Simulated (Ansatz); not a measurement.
Ansatz (an electronic-structure program) input file for BrGaH3N, SMILES [Br][GaH][NH2], PBE-D3(BJ)/def2-SVP. 

Ansatz 0.2 input:
```yaml
crystal:
  periodic: [false, false, false]
  atoms:
    - {symbol: Ga, position_ang: [0.41400764, -0.88460055, 0.00000000]}
    - {symbol: H, position_ang: [1.89533755, -1.33674284, -0.00000000]}
    - {symbol: Br, position_ang: [-0.13444177, 1.35264595, -0.00000000]}
    - {symbol: N, position_ang: [-1.01361288, -1.98889496, -0.00000000]}
    - {symbol: H, position_ang: [-1.97424753, -1.65791663, 0.00000001]}
    - {symbol: H, position_ang: [-0.95457470, -3.00306677, 0.00000000]}
basis:
  gaussian:
    orbitals: def2-SVP
hamiltonian:
  xc: pbe
  dispersion: d3bj
relax: {f_tol: 0.002, max_steps: 200}
```

Log of the run:

```
WARN ansatz: RAYON_NUM_THREADS=1 ignored (pool sized by the plan → 1); use --threads N
Functional definition: PBE
integrals: 0.04 GiB planned
1046 factors; their error is unknown
mean field: 0.23 GiB planned
mean field evaluation 1: about -123919.0769 eV, gradient 7.1e1 eV
mean field evaluation 2: about -123862.3903 eV, gradient 1.4e2 eV
mean field evaluation 4: about -123928.2377 eV, gradient 1.5e1 eV
mean field evaluation 8: about -123928.5516 eV, gradient 2.0e-1 eV
mean field evaluation 16: about -123928.4675 eV, gradient 7.1e-4 eV
mean field -123928.46745162 eV, -4554.2871771147 hartree, gradient 2.9e-5 eV, S^2 0.000000; 0 other end points of the search recorded, 0 dependent functions left out
the calculation of the forces begins
reference -123928.46748745 eV, -4554.2871784316 hartree; 38, 38 occupied and 55, 55 virtual orbitals, 1046 factors
relax step   1: F+E_penalty+E_count = -123928.56935268 eV  Δ(F+E_penalty+E_count) = +0.000e0 eV  max|allowed force component| = 2.312e-1 eV/Å  Δτ_max = 0.0000 Å  (30 SCF iters, accepted)
these checks for a lower state are left out or cut short: starts, cluster_reference, orbital_swaps, neighbouring_geometries, increment
integrals: 0.04 GiB planned
1046 factors; their error is unknown
mean field: 0.23 GiB planned
mean field -123928.47101729 eV, -4554.2873081506 hartree, gradient 1.6e-5 eV, S^2 0.000000; 0 other end points of the search recorded, 0 dependent functions left out
the calculation of the forces begins
reference -123928.47105321 eV, -4554.2873094707 hartree; 38, 38 occupied and 55, 55 virtual orbitals, 1046 factors
relax step   2: F+E_penalty+E_count = -123928.57259764 eV  Δ(F+E_penalty+E_count) = -3.245e-3 eV  max|allowed force component| = 5.777e-2 eV/Å  Δτ_max = 0.0107 Å  (30 SCF iters, accepted)
these checks for a lower state are left out or cut short: starts, cluster_reference, orbital_swaps, neighbouring_geometries, increment
integrals: 0.04 GiB planned
1046 factors; their error is unknown
mean field: 0.22 GiB planned
mean field evaluation 32: about -123928.4713 eV, gradient 2.2e-5 eV
mean field -123928.47132359 eV, -4554.2873194070 hartree, gradient 1.6e-5 eV, S^2 0.000000; 0 other end points of the search recorded, 0 dependent functions left out
the calculation of the forces begins
reference -123928.47135953 eV, -4554.2873207279 hartree; 38, 38 occupied and 55, 55 virtual orbitals, 1046 factors
relax step   3: F+E_penalty+E_count = -123928.57284688 eV  Δ(F+E_penalty+E_count) = -2.492e-4 eV  max|allowed force component| = 1.635e-2 eV/Å  Δτ_max = 0.0034 Å  (30 SCF iters, accepted)
these checks for a lower state are left out or cut short: starts, cluster_reference, orbital_swaps, neighbouring_geometries, increment
integrals: 0.04 GiB planned
1046 factors; their error is unknown
mean field: 0.23 GiB planned
mean field -123928.47133418 eV, -4554.2873197962 hartree, gradient 2.1e-5 eV, S^2 0.000000; 0 other end points of the search recorded, 0 dependent functions left out
the calculation of the forces begins
reference -123928.47137012 eV, -4554.2873211171 hartree; 38, 38 occupied and 55, 55 virtual orbitals, 1046 factors
relax step   4: F+E_penalty+E_count = -123928.57285501 eV  Δ(F+E_penalty+E_count) = -8.131e-6 eV  max|allowed force component| = 6.299e-3 eV/Å  Δτ_max = 0.0005 Å  (19 SCF iters, accepted)
these checks for a lower state are left out or cut short: starts, cluster_reference, orbital_swaps, neighbouring_geometries, increment
integrals: 0.04 GiB planned
1046 factors; their error is unknown
mean field: 0.23 GiB planned
mean field -123928.47132934 eV, -4554.2873196182 hartree, gradient 6.2e-5 eV, S^2 0.000000; 0 other end points of the search recorded, 0 dependent functions left out
the calculation of the forces begins
reference -123928.47136527 eV, -4554.2873209389 hartree; 38, 38 occupied and 55, 55 virtual orbitals, 1046 factors
relax step   5: F+E_penalty+E_count = -123928.57285762 eV  Δ(F+E_penalty+E_count) = -2.613e-6 eV  max|allowed force component| = 1.533e-3 eV/Å  Δτ_max = 0.0007 Å  (18 SCF iters, accepted)
integrals: 0.04 GiB planned
1046 factors; their error is unknown
mean field: 0.23 GiB planned
mean field evaluation 64: about -123928.4713 eV, gradient 7.4e-4 eV
mean field -123928.47132934 eV, -4554.2873196182 hartree, gradient 6.2e-5 eV, S^2 0.000000; 1 other end points of the search recorded, 0 dependent functions left out
the calculation of the forces begins
reference -123928.47136527 eV, -4554.2873209389 hartree; 38, 38 occupied and 55, 55 virtual orbitals, 1046 factors
Total energy: -123928.57289356 eV, -4554.2910520346 hartree
Atom 0 at     0.417027    -0.882253    -0.000000 Å, force     0.000239     0.000091     0.000000 eV/Å
Atom 1 at     1.906734    -1.341768    -0.000000 Å, force     0.000276    -0.000232    -0.000000 eV/Å
Atom 2 at    -0.138551     1.363383     0.000000 Å, force    -0.000318     0.000011    -0.000000 eV/Å
Atom 3 at    -1.016719    -1.991756     0.000000 Å, force    -0.001533     0.001033    -0.000000 eV/Å
Atom 4 at    -1.980991    -1.655288     0.000000 Å, force     0.001447    -0.000549     0.000000 eV/Å
Atom 5 at    -0.955031    -3.010893     0.000000 Å, force    -0.000110    -0.000354    -0.000000 eV/Å
Dipole moment:    -0.134397    -0.537891     0.000000 e Å
```

The calculation finished and met its thresholds.

Cost: about 16 core-seconds (a rough figure).
